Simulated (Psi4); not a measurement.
Cl2CrO2 (SMILES [O]=[Cr](=[O])([Cl])[Cl]), singlet, at a GFN2-xTB geometry (such geometries of metal compounds can be far from the true shape). Base run: B3LYP/STO-3G run with Psi4.

Input for Psi4:
```
memory 2 GB

molecule mol {
0 1
  Cr    0.361620   -0.063061    0.116552
  O     1.440452   -0.592340   -0.864084
  O     0.790453    0.203307    1.583117
  Cl   -0.386161    1.668254   -0.644959
  Cl   -1.174200   -1.396152    0.142046
}

set basis sto-3g
set reference rks

energy('b3lyp')
print_variables()
```

The base run was repeated with changes; each row names its change, and settings that it needs were set with it.

```json
[
 {"change": "base", "ΔE vs base (mEh)": "0.000", "SCF cycles": "12", "grid points": "103149", "basis functions": "46"},
 {"change": "guess = sapgau", "ΔE vs base (mEh)": "0.000", "SCF cycles": "9", "grid points": "103149", "basis functions": "46"},
 {"change": "level_shift = 1.0", "ΔE vs base (mEh)": "0.000", "SCF cycles": "14", "grid points": "103149", "basis functions": "46"},
 {"change": "cholesky_tolerance = 1e-3 (with scf_type cd)", "ΔE vs base (mEh)": "(withheld)", "SCF cycles": "12", "grid points": "103149", "basis functions": "46"},
 {"change": "dft_pruning_scheme = treutler", "ΔE vs base (mEh)": "(withheld)", "SCF cycles": "12", "grid points": "54743", "basis functions": "46"},
 {"change": "d_convergence = 1e-10", "ΔE vs base (mEh)": "0.000", "SCF cycles": "16", "grid points": "103149", "basis functions": "46"},
 {"change": "damping_percentage = 20", "ΔE vs base (mEh)": "0.001", "SCF cycles": "24", "grid points": "103149", "basis functions": "46"},
 {"change": "scf_type = dfdirj+cosx", "ΔE vs base (mEh)": "(withheld)", "SCF cycles": "13", "grid points": "103149", "basis functions": "46"},
 {"change": "scf_initial_accelerator = ediis", "ΔE vs base (mEh)": "0.000", "SCF cycles": "12", "grid points": "103149", "basis functions": "46"},
 {"change": "dft_spherical_points = 194", "ΔE vs base (mEh)": "-0.112", "SCF cycles": "12", "grid points": "66545", "basis functions": "46"},
 {"change": "dft_basis_tolerance = 1e-8", "ΔE vs base (mEh)": "0.000", "SCF cycles": "12", "grid points": "100121", "basis functions": "46"},
 {"change": "damping_percentage = 50", "ΔE vs base (mEh)": "0.037", "SCF cycles": "88", "grid points": "103149", "basis functions": "46"},
 {"change": "e_convergence = 1e-4", "ΔE vs base (mEh)": "0.000", "SCF cycles": "12", "grid points": "103149", "basis functions": "46"}
]
```

Task: Fill in the missing entries.

Result: 
- cholesky_tolerance = 1e-3 (with scf_type cd), ΔE vs base (mEh): 2.888
- dft_pruning_scheme = treutler, ΔE vs base (mEh): -4.619
- scf_type = dfdirj+cosx, ΔE vs base (mEh): 1.210
